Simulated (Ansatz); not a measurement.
I₃Si, SMILES `I[Si](I)I` radical from Hartree–Fock to CCSD(T)

Z-matrix (Å, degrees):
```
Si
I 1 2.443
I 1 2.443 2 110.7
I 1 2.443 2 110.7 3 -123.1
```

The species carries charge 0 and has multiplicity 2. Correlated methods include outer-core shells of I, which these sets cover unevenly. I: def2 effective core potential. Geometry: relaxed with PBE0-D4/def2-TZVP. Frozen core, unrestricted reference, Ansatz.

```tsv
basis	HF (Eh)	MP2 corr.	CCSD corr.	(T)	CCSD(T) total
def2-SVP	-1178.88392	-0.42886	-0.45313	-0.01371	-1179.35076
def2-TZVPP	-1179.01954	-1.58197	-1.49557	-0.03872	-1180.55383
def2-QZVPP	-1179.03169	-2.10525	–	–	–
```
